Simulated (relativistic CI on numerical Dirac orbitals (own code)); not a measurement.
**Ni VIII: computed level list**

Method of calculation: Dirac-Coulomb-Breit CI, KLI orbitals optimised for each configuration, model QED, valence Slater integrals scaled by 0.9, configuration energies shifted to the measured levels that pair with them (semi-empirical) (own radial code, finite nucleus).

CI space (outside the closed core [Ne]): 3s²3p⁶3d³, 3s²3p⁶3d²4p, 3s²3p⁵3d⁴, 3s²3p⁶3d²4s, 3s²3p⁴3d⁵, 3s3p⁶3d⁴, 3s²3p⁶3d4s², 3s²3p⁶3d²4d, 3s²3p⁶3d4s4p, 3p⁶3d⁵, 3s²3p⁶3d4p², 3s²3p⁶3d²4f, 3s²3p⁶3d²5s, 3s²3p⁶3d4s4d, 3s²3p⁶3d²5p, 3s²3p⁶3d4p4d, 3s²3p⁶3d²5d, 3s²3p⁵3d³4s, 3s²3p⁶3d²5f, 3s²3p⁶3d²5g, 3s3p⁵3d⁵, 3s²3p⁶3d4d², 3s²3p⁵3d²4s², 3s²3p⁵3d³4p, 3s²3p⁴3d⁴4s, 3s²3p⁵3d²4s4p, 3s²3p⁴3d⁴4p, 3s²3p⁵3d²4p², 3s3p⁶3d³4s, 3s3p⁶3d²4s². Levels of other configurations are missing.

The lowest level is 3s²3p⁶3d³ ⁴F3/2, with 98 % of that term; Hund's rules for 3s²3p⁶3d³ give ⁴F with J = 3/2, in agreement.

| No. | Configuration | Term | J | E (cm⁻¹) | % | Landé g | Lifetime (s) | jj configuration (%) |
| --- | --- | --- | --- | --- | --- | --- | --- | --- |
| 1 | 3s²3p⁶3d³ | ⁴F | 3/2 | 0 | 98 | 0.400 |  | 3d3/2^3 (39) |
| 2 | 3s²3p⁶3d³ | ⁴F | 5/2 | 936 | 99 | 1.028 | 2.84e+01 | 3d3/2^2 3d5/2 (77) |
| 3 | 3s²3p⁶3d³ | ⁴F | 7/2 | 2146 | 99 | 1.237 | 1.31e+01 | 3d3/2 3d5/2^2 (76) |
| 4 | 3s²3p⁶3d³ | ⁴F | 9/2 | 3563 | 98 | 1.332 | 1.31e+01 | 3d3/2 3d5/2^2 (47) |
| 5 | 3s²3p⁶3d³ | ⁴P | 1/2 | 22535 | 96 | 2.624 | 9.98e+00 | 3d3/2^2 3d5/2 (67) |
| 6 | 3s²3p⁶3d³ | ⁴P | 3/2 | 22763 | 92 | 1.706 | 7.00e+00 | 3d3/2^2 3d5/2 (51) |
| 7 | 3s²3p⁶3d³ | ⁴P | 5/2 | 24107 | 98 | 1.598 | 6.99e+00 | 3d3/2 3d5/2^2 (63) |
| 8 | 3s²3p⁶3d³ | ²G | 7/2 | 25736 | 98 | 0.889 | 5.33e-01 | 3d3/2^2 3d5/2 (49) |
| 9 | 3s²3p⁶3d³ | ²G | 9/2 | 26919 | 95 | 1.105 | 3.21e-01 | 3d3/2^2 3d5/2 (52) |
| 10 | 3s²3p⁶3d³ | ²D | 3/2 | 30648 | 49 | 1.085 | 2.04e-01 | 3d3/2 3d5/2^2 (51) |
| 11 | 3s²3p⁶3d³ | ²P | 1/2 | 31384 | 96 | 0.711 | 7.87e-01 | 3d3/2 3d5/2^2 (67) |
| 12 | 3s²3p⁶3d³ | ²D | 5/2 | 34190 | 98 | 1.202 | 2.15e-01 | 3d3/2 3d5/2^2 (50) |
| 13 | 3s²3p⁶3d³ | ²P | 3/2 | 34718 | 49 | 1.074 | 2.14e-01 | 3d5/2^3 (77) |
| 14 | 3s²3p⁶3d³ | ²H | 9/2 | 36568 | 96 | 0.915 | 7.19e-01 | 3d3/2 3d5/2^2 (46) |
| 15 | 3s²3p⁶3d³ | ²H | 11/2 | 37327 | 99 | 1.090 | 2.08e+00 | 3d3/2 3d5/2^2 (99) |
| 16 | 3s²3p⁶3d³ | ²F | 7/2 | 56452 | 98 | 1.142 | 3.42e-01 | 3d3/2 3d5/2^2 (72) |
| 17 | 3s²3p⁶3d³ | ²F | 5/2 | 57089 | 98 | 0.857 | 4.75e-01 | 3d3/2 3d5/2^2 (52) |
| 18 | 3s²3p⁶3d³ | ²D | 5/2 | 84757 | 98 | 1.199 | 3.91e-02 | 3d3/2^2 3d5/2 (52) |
| 19 | 3s²3p⁶3d³ | ²D | 3/2 | 85437 | 98 | 0.799 | 4.20e-02 | 3d3/2 3d5/2^2 (86) |
| 20 | 3s²3p⁶3d²4s‡ | ⁴F | 3/2 | 462023 | 97 | 0.400 | 1.86e-06 | 3d3/2^2 4s (72) |
| 21 | 3s²3p⁶3d²4s‡ | ⁴F | 5/2 | 462922 | 96 | 1.026 | 1.84e-06 | 3d3/2 3d5/2 4s (54) |
| 22 | 3s²3p⁶3d²4s‡ | ⁴F | 7/2 | 464287 | 97 | 1.237 | 1.84e-06 | 3d3/2 3d5/2 4s (86) |
| 23 | 3s²3p⁶3d²4s‡ | ⁴F | 9/2 | 466023 | 98 | 1.333 | 1.84e-06 | 3d5/2^2 4s (76) |
| 24 | 3s²3p⁵3d⁴‡ | ⁶D° | 9/2 | 468937 | 97 | 1.553 | 2.60e-07 | 3p3/2^3 3d3/2 3d5/2^3 (39) |
| 25 | 3s²3p⁵3d⁴‡ | ⁶D° | 7/2 | 469469 | 96 | 1.585 | 1.57e-07 | 3p3/2^3 3d3/2^2 3d5/2^2 (46) |
| 26 | 3s²3p⁵3d⁴‡ | ⁶D° | 5/2 | 470389 | 96 | 1.655 | 5.11e-08 | 3p3/2^3 3d3/2^2 3d5/2^2 (28) |
| 27 | 3s²3p⁶3d²4s‡ | ²F | 5/2 | 470594 | 96 | 0.861 | 1.12e-06 | 3d3/2 3d5/2 4s (63) |
| 28 | 3s²3p⁵3d⁴‡ | ⁶D° | 3/2 | 471416 | 97 | 1.863 | 2.71e-08 | 3p3/2^3 3d3/2^2 3d5/2^2 (34) |
| 29 | 3s²3p⁵3d⁴‡ | ⁶D° | 1/2 | 472235 | 98 | 3.315 | 1.94e-08 | 3p3/2^3 3d3/2^3 3d5/2 (24) |
| 30 | 3s²3p⁶3d²4s‡ | ²F | 7/2 | 473265 | 97 | 1.143 | 1.11e-06 | 3d5/2^2 4s (62) |
| 31 | 3s²3p⁶3d²4s‡ | ²D | 5/2 | 484550 | 66 | 1.323 | 1.52e-06 | 3d3/2 3d5/2 4s (70) |
| 32 | 3s²3p⁶3d²4s‡ | ²D | 3/2 | 485042 | 73 | 1.021 | 1.51e-06 | 3d3/2 3d5/2 4s (60) |
| 33 | 3s²3p⁶3d²4s‡ | ⁴P | 1/2 | 485507 | 97 | 2.665 | 1.60e-06 | 3d3/2^2 4s (45) |
| 34 | 3s²3p⁶3d²4s‡ | ⁴P | 3/2 | 486464 | 75 | 1.524 | 1.56e-06 | 3d3/2 3d5/2 4s (72) |
| 35 | 3s²3p⁶3d²4s‡ | ⁴P | 5/2 | 488115 | 67 | 1.475 | 1.56e-06 | 3d5/2^2 4s (89) |
| 36 | 3s²3p⁶3d²4s‡ | ²P | 1/2 | 493093 | 97 | 0.671 | 1.15e-06 | 3d3/2 3d5/2 4s (69) |
| 37 | 3s²3p⁶3d²4s‡ | ²P | 3/2 | 494450 | 94 | 1.319 | 1.15e-06 | 3d5/2^2 4s (53) |
| 38 | 3s²3p⁵3d⁴‡ | ⁶F° | 11/2 | 498070 | 99 | 1.454 | 9.66e-07 | 3p3/2^3 3d3/2 3d5/2^3 (45) |
| 39 | 3s²3p⁶3d²4s‡ | ²G | 9/2 | 499613 | 98 | 1.111 | 1.40e-06 | 3d3/2 3d5/2 4s (75) |
| 40 | 3s²3p⁶3d²4s‡ | ²G | 7/2 | 499632 | 98 | 0.888 | 1.41e-06 | 3d3/2 3d5/2 4s (75) |
| 41 | 3s²3p⁵3d⁴‡ | ⁶F° | 9/2 | 501638 | 94 | 1.432 | 7.41e-08 | 3p3/2^3 3d3/2^2 3d5/2^2 (37) |
| 42 | 3s²3p⁵3d⁴‡ | ⁶F° | 7/2 | 504125 | 83 | 1.399 | 8.94e-08 | 3p3/2^3 3d3/2^2 3d5/2^2 (42) |
| 43 | 3s²3p⁵3d⁴‡ | ⁶F° | 5/2 | 505340 | 57 | 1.353 | 2.64e-08 | 3p3/2^3 3d3/2^2 3d5/2^2 (37) |
| 44 | 3s²3p⁵3d⁴‡ | ⁴D° | 1/2 | 505617 | 67 | -0.194 | 9.40e-09 | 3p3/2^3 3d3/2^2 3d5/2^2 (37) |
| 45 | 3s²3p⁵3d⁴‡ | ⁴D° | 3/2 | 505645 | 55 | 1.185 | 1.24e-08 | 3p3/2^3 3d3/2 3d5/2^3 (37) |

Energies count from the lowest computed level; ° marks odd parity; lifetimes are radiative, by E1, M1, E2 decay to levels of this space only. Filled j subshells are mostly left out of the jj labels. ‡ marks configurations that were not tied to measured data.

The mean weight of the leading LS term, summed over parents, in these 45 levels is 90 %, and that of the leading jj configuration (from the same eigenvectors) 58 %, so LS coupling describes them better.

Configurations whose levels could be paired with our table of measured levels were shifted onto them, all but the ground configuration, by the median error of their levels; single terms can still be off by 1,000 to 2,000 cm⁻¹ or more, and rates follow the energies as ν³ (E1, M1) or ν⁵ (E2). The others borrow a shift and can be off by several thousand cm⁻¹ or more. 16 of the 17 excited levels that our extract of the measured tables holds in this range could be paired (the sources list more); they are missed by 629 cm⁻¹ on average and 2679 at most, after the shifts were fitted to these levels, and levels without a partner can miss by more. Some levels of the ground configuration have no partner and can miss by 10 % or more.

Landé's interval rule says that E(J) − E(J−1) = AJ with one A. For the ground term the intervals give A = 374.3, 345.7, 314.9 cm⁻¹ for J = 5/2, 7/2, 9/2; the multiplet is regular.

LS names give the leading component of a level, which can be under half, so a name can repeat, a term be missing and a line seem to break the LS rules.
